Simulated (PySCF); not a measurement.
# Electronic structure of Pd²⁺ (palladium, charge +2) at the UHF level

Configuration: [Kr] 4d7 5p1, one real determinant (an excited configuration). Computed with PySCF 2.14 in x2c-TZVPPall, with scalar relativity by spin-free X2C-1e.

- Total energy: -5041.414324 hartree
- One-electron energy: -6909.3628 hartree
- Hartree (Coulomb) energy: 2010.0923 hartree
- Exchange energy: -142.1439 hartree
- ⟨S²⟩: 6.0041
- ⟨L²⟩: 13.901
- Sum of ⟨r⟩: 27.94 bohr
- Sum of ⟨r²⟩: 37.12 bohr²
- Traceless quadrupole moment −½Σ⟨3z² − r²⟩ along its main axis: -4.18 e·bohr²
- Langevin diamagnetic susceptibility: -29.4 ×10⁻⁶ cm³/mol

| shell | electrons | mean orbital energy (eV) | spread (eV) | rms radius, mean of both spins (bohr) |
| --- | --- | --- | --- | --- |
| 1s α | 1 | -24506.9 | 0 | 0.0365 |
| 1s β | 1 | -24506.8 | 0 | 0.0365 |
| 2s α | 1 | -3690.3 | 0 | 0.150 |
| 2s β | 1 | -3689.3 | 0 | 0.150 |
| 2p α | 3 | -3306.6 | 0.159 | 0.133 |
| 2p β | 3 | -3305.5 | 0.074 | 0.133 |
| 3s α | 1 | -728.29 | 0 | 0.403 |
| 3s β | 1 | -727.70 | 0 | 0.403 |
| 3p α | 3 | -598.82 | 0.261 | 0.406 |
| 3p β | 3 | -598.09 | 0.103 | 0.406 |
| 3d α | 5 | -393.00 | 0.451 | 0.389 |
| 3d β | 5 | -391.51 | 1.443 | 0.389 |
| 4s α | 1 | -139.64 | 0 | 1.00 |
| 4s β | 1 | -133.68 | 0 | 1.00 |
| 4p α | 3 | -100.32 | 0.548 | 1.10 |
| 4p β | 3 | -92.842 | 0.894 | 1.10 |
| 4d α | 5 | -41.360 | 1.421 | 1.42 |
| 4d β | 2 | -38.511 | 0.332 | 1.42 |
| 5p α | 1 | -18.841 | 0 | 3.27 |

⟨L²⟩ = 13.90 against 20 for a pure G term, so this real determinant mixes terms.

Densities and radii are taken from the X2C orbitals without a picture-change correction, which distorts them close to the nucleus.

Spin-orbit constants ζ (cm⁻¹) from the X2C one-electron operator on these orbitals: bare nucleus, nucleus screened by l(l+1)(2l+1)/3 electrons, and screened by the Breit-Pauli mean field of the electrons.

```csv
shell,bare,screened nucleus,mean field
2p,860200,822800,806200
3p,151900,145300,141900
3d,22250,17410,16650
4p,23500,22480,21900
4d,2234,1749,1628
5p,2155,2061,2004
```

To first order the Landé constant is A = -180.0 cm⁻¹, so the lowest level has J = 6 and lies 0.179 eV below the centre of the term. This holds in LS coupling only.
